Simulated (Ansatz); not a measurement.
Born–Oppenheimer molecular dynamics of a periodic cell of 16 atoms, CO (contents 8 CO, density as packed 0.80 g/cm³ with natural masses). It starts from a partly relaxed structure (largest force component 0.13 eV/Å).

The calculation used DFT PBE-D3(BJ), scalar-relativistic, plane waves, PAW (Ansatz). Settings: accuracy low, cutoff 420 eV, k mesh 1x1x1, fermi-dirac smearing 0.02 eV, no spin polarisation.

| Property | Result |
| --- | --- |
| ensemble | NVT, Langevin thermostat |
| time step | 1 fs |
| steps asked | 300 |
| set temperature | 1000 K |
| friction | 0.02 /fs |
| seed | 517497 |

First frame:

```xyz
16
Lattice="7.7418 0.0000 0.0000 0.0000 7.7418 0.0000 0.0000 0.0000 7.7418" Properties=species:S:1:pos:R:3
O 3.625 4.687 0.566
C 4.255 5.257 -0.187
O 7.652 6.882 6.234
C 7.070 6.293 5.455
O 2.922 0.365 1.698
C 2.226 1.241 1.501
O 1.266 2.996 6.191
C 0.443 2.588 5.522
O 6.559 0.566 2.331
C 6.246 -0.463 1.965
O 3.079 0.174 5.372
C 4.192 0.347 5.226
O 7.742 4.072 2.250
C 7.170 3.844 1.296
O 3.611 4.816 4.117
C 4.126 3.891 3.706
```

What does the run give?

All steps were run.

- steps done: 300
- time covered: 300 fs
- mean temperature over the second half: 1223 K
- spread of the potential energy over the second half: 11.6 meV per atom
- mean potential energy of the second half above the start: 50.4 meV per atom

The mean temperature of the second half is 22 % above the set value. A run of 0.3 ps of so small a system gives no equilibrium averages. Limits of this set-up: coarse k mesh, low accuracy level.

What happens to the structure?

Mean squared displacements from the first frame to the last, about the centre of mass: O 2.26 Å², C 2.39 Å². Another seed would give other details.

How do temperature and energy run in time?


```
time (fs)  T (K)  potential energy less start (eV)
      0.0    938                             0.000
     15.0    891                             0.135
     30.0    796                             0.233
     45.0    483                             0.354
     60.0    599                             0.343
     75.0   1003                             0.372
     90.0   1097                             0.421
    105.0    964                             0.609
    120.0   1086                             0.766
    135.0   1081                             1.075
    150.0   1211                             1.004
    165.0   1195                             0.928
    180.0   1156                             1.061
    195.0   1045                             1.070
    210.0   1197                             1.228
    225.0    877                             0.925
    240.0   1219                             0.591
    255.0   1190                             0.640
    270.0   1350                             0.507
    285.0   1492                             0.549
    300.0   1012                             0.861
```

The run took 10 min on 1 thread of Arm Neoverse V2, with other jobs on the host, peak memory 0.43 GiB.
